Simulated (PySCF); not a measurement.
C2H8FNSi2, SMILES N[SiH2]/C(F)=C\[SiH3].

The structure is a stationary point at TPSSh-D3(BJ)/def2-SVP. The structure was generated by enumeration; whether it is a known compound was not checked. Other conformers were not sampled.

Computed with SMD-M06-2X/def2-SVP (PySCF).

Solvation free energies are E(SMD) − E(gas) at the gas-phase geometry, for 1 M in both phases. In vacuum the dipole moment is 1.29 D.

Computed solvation free energies in water, ethylethanoate, cyclohexanone:
```csv
solvent,ΔG(solv) (kcal/mol),its non-electrostatic (CDS) part,dipole (D)
water,1.1,6.0,1.60
ethylethanoate,-2.4,1.4,1.52
cyclohexanone,-2.0,2.4,1.57
```
